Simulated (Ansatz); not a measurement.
A nudged elastic band was laid between two geometries of C2H8BN (12 atoms, charge 0, multiplicity 1).

These are results of RKS PBE0-D4/STO-3G (Ansatz), not measurements.

```
movable images  : 7
climbing image  : yes
spring          : 5.0 eV/Å²
optimiser       : quadratic models (default)
start path      : through a guess of the saddle point
force threshold : 0.05 eV/Å
iteration limit : 60
end points      : relaxed
```

First end point:

```xyz
12
Properties=species:S:1:pos:R:3
B -1.306 1.618 0.048
C -0.441 0.405 -0.427
N 0.678 0.019 0.501
C 1.227 -1.316 0.097
H -2.074 2.098 -0.699
H -1.239 2.027 1.147
H -0.002 0.622 -1.419
H -1.153 -0.434 -0.619
H 0.225 -0.137 1.441
H 1.715 -1.216 -0.885
H 0.463 -2.114 0.019
H 1.985 -1.627 0.831
```

Last end point:

```xyz
12
Properties=species:S:1:pos:R:3
B -1.308 1.615 0.049
C -0.437 0.408 -0.429
N 0.681 0.021 0.499
C 1.226 -1.317 0.097
H -1.247 2.018 1.151
H -2.073 2.099 -0.698
H 0.002 0.628 -1.420
H -1.148 -0.432 -0.624
H 0.227 -0.133 1.439
H 1.713 -1.221 -0.885
H 0.458 -2.112 0.021
H 1.983 -1.630 0.832
```

(1) Which bonds break or form, and what moves?

(2) Give the energies along the band, and the barrier.

(3) What is the geometry of the highest image?

Results:

(1) No bond is made or broken. The dihedral H6–B1–C2–N3 goes from -13 to 169°. The two ends are copies of one structure, up to a mirror image or an exchange of like atoms.

(2) The run converged. The highest image is number 4 of 0 to 8, 13.7 kJ/mol above the ends, which have the same energy within 2 meV. The profile has 2 maxima (images 4, 7) with wells between them (image 5): this band takes more than one step, which may be the mechanism or a detour left from its start path. A vibrational analysis at the climbing image gives one clearly imaginary mode, 222i cm⁻¹: a first-order saddle point. Limits of this set-up: minimal basis.

```csv
image,path coordinate (Å),energy (kJ/mol),dihedral H6–B1–C2–N3 (°)
0,0.00,0.0,-13
1,0.52,1.2,5
2,1.04,4.9,25
3,1.57,10.7,46
4,2.09,13.7,67
5,2.90,2.4,84
6,3.71,5.5,115
7,4.52,5.5,140
8,5.33,0.0,169
```

(3) 
```xyz
12
Properties=species:S:1:pos:R:3
B -1.231 1.652 0.041
C -0.490 0.367 -0.498
N 0.441 -0.086 0.618
C 1.226 -1.275 0.135
H -2.379 1.641 0.293
H -0.617 2.635 0.225
H 0.156 0.640 -1.350
H -1.161 -0.444 -0.838
H -0.200 -0.480 1.360
H 1.915 -0.944 -0.656
H 0.600 -2.092 -0.271
H 1.818 -1.668 0.975
```

Time of the run: 3 min on 1 thread of Arm Neoverse V2 (shared host), peak memory 0.089 GiB.
